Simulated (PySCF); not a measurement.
This script is equivalent to a calculation on Be+ (beryllium, charge +1).

```python
from pyscf import gto, scf, dft, mp, cc
import basis_set_exchange as bse
mol = gto.M(atom="Be 0 0 0", charge=1, spin=1, symmetry="D2h",
            basis=gto.basis.parse(bse.get_basis("aug-cc-pVDZ", elements=["Be"], fmt="nwchem", header=False)))
mf = dft.UKS(mol, xc="B88,P86")
mf.irrep_nelec = {'Ag': (2, 1)}
mf.kernel()
```

(1) What total energy does it give?

(2) Which occupied shell lies highest, and where?

(3) What is ⟨S²⟩, and what would a pure spin state give?

Answers

(1) -14.321 hartree (calculated).

(2) 2s α, at -14.512 eV.

(3) 0.750, against 0.75.
